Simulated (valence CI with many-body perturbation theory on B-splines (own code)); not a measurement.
The numbers below are computed, except where a source is named.
Hyperfine factors and g values of Er47+

Method: configuration interaction combined with many-body perturbation theory (CI+MBPT): three valence electrons over a frozen Dirac-Fock core [Ar], a basis of 7 s, 7 p, 8 d, 6 f, 4 g, 1 h functions for each j, with the one-electron correlation potential Σ1, the two-electron term Σ2, the three-electron term Σ3, Breit, model QED; selected CI, second order for the rest, scaled by the run's own slope (own B-spline code, finite nucleus).

No measured spectrum was set against this ion. As an estimate, large intervals hold to a few tenths of a per cent, small ones and those within an open d or f shell to about a per cent. Only levels of the ground parity were solved; by the run's estimate the other parity begins above the list, which can be wrong where configurations are misplaced.

A/g_I is the dipole constant over the nuclear g factor μ/I (μ in nuclear magnetons, uniformly magnetised nucleus), B/Q the quadrupole constant per barn. Both hold the static response of the core; the bare values leave it out. Large factors of s and p1/2 electrons are usually good to 5 to 10 %; those of open d and f shells near neutrality can be off by tens of per cent, and small factors of p3/2, d and f electrons come from cancelling terms and can be off by a factor of two or in sign, in half-filled shells by more. B is blank for J = 1/2, where it vanishes, and for nearly pure S terms. Energies count from the lowest level.

Levels are named by their leading jj configuration (3d3/2^4 stands for four electrons in 3d with j = 3/2), which in mixed levels can hold well under half, so a name can repeat and another be missing. Letters in brackets count levels of one name in rising energy.

```csv
Level,E (cm⁻¹),g,A/g_I (MHz),A/g_I bare,B/Q (MHz/b),B/Q bare
(3d3/2^3) J=3/2,0,0.697,78800,78200,-45000,-45600
(3d3/2^2 3d5/2) J=5/2 [a],338290,1.050,44800,45000,-23800,-24200
(3d3/2^2 3d5/2) J=3/2,386120,1.184,35900,36400,-10700,-10800
(3d3/2^2 3d5/2) J=7/2,409770,1.046,48400,48600,17300,17500
(3d3/2^2 3d5/2) J=9/2,413050,1.043,50100,50300,53600,54200
(3d3/2^2 3d5/2) J=1/2,423920,1.829,-34700,-32700,,
(3d3/2^2 3d5/2) J=5/2 [b],584260,1.276,28300,28900,76600,77600
(3d3/2 3d5/2^2) J=7/2 [a],742230,1.104,37000,37400,-2910,-2960
(3d3/2 3d5/2^2) J=9/2,773630,1.132,38100,38500,17100,17300
(3d3/2 3d5/2^2) J=3/2 [a],811040,1.117,42900,43200,-47600,-48200
(3d3/2 3d5/2^2) J=1/2,831950,1.489,-13900,-12800,,
(3d3/2 3d5/2^2) J=11/2,844450,1.081,43000,43300,101000,102000
(3d3/2 3d5/2^2) J=5/2 [a],849440,1.255,15500,16100,59600,60400
(3d3/2 3d5/2^2) J=5/2 [b],903990,1.103,44600,44900,-18900,-19100
(3d3/2 3d5/2^2) J=7/2 [b],913440,1.092,44000,44200,19900,20200
(3d3/2 3d5/2^2) J=3/2 [b],1048600,0.926,67500,67400,59400,60200
(3d5/2^3) J=9/2,1175100,1.150,31400,31900,9730,9860
(3d5/2^3) J=3/2,1280700,1.092,35400,35700,8820,8910
(3d5/2^3) J=5/2,1353400,1.156,31600,32000,9550,9680
```

Problem. Take the isotope of mass number 167, with I = 7/2, μ = -0.5623 μN and Q = 3.57 b. What is the hyperfine structure of (3d3/2 3d5/2^2) J=7/2 [a]?

Solution. From the table A = -5950 MHz, B = -10400 MHz. Shifts from the centre of gravity in MHz: F = 0: 88100, F = 1: 83300, F = 2: 73300, F = 3: 57700, F = 4: 36100, F = 5: 7380, F = 6: -29400, F = 7: -75500.
